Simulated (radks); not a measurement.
Species: Nd+. Configuration: [Xe] 4f4 6s1.

Method: scalar-relativistic Kohn-Sham, LDA (Slater exchange, Perdew-Wang correlation), spin-unpolarised, spherical densities, point nucleus; hard spherical wall at 15 bohr; computed with a radial shooting solver on a logarithmic mesh with Libxc functionals.

Energy parts (hartree):
part                       energy
total                  -9616.8777
kinetic                10233.4612
electron-nucleus      -23351.3227
Hartree                 3716.0563
exchange-correlation    -215.0724

Orbitals (lengths in bohr, moments of r in powers of bohr):
orbital,occ.,eigenvalue (hartree),<r^4>
1s,2,-1593.687,1.530e-06
2s,2,-257.9910,0.0002493
2p,6,-230.7599,0.0001834
3s,2,-56.12314,0.009971
3p,6,-47.53487,0.01041
3d,10,-35.59130,0.008499
4s,2,-11.31919,0.2531
4p,6,-8.50447,0.3330
4d,10,-4.50305,0.5534
5s,2,-1.71341,8.812
5p,6,-1.03594,17.86
6s,1,-0.31052,460.7
4f,4,-0.29093,10.20
5d,0,-0.27675,176.3
6p,0,-0.19758,1142
7s,0,-0.09420,6391

The highest occupied level is 4f at -7.917 eV. Summed over all electrons, <r^2> = 60.51 bohr^2, which gives a Langevin (diamagnetic) susceptibility term of -47.9 x 10^-6 cm^3/mol. The pressure on the wall is 0.00000919 GPa.
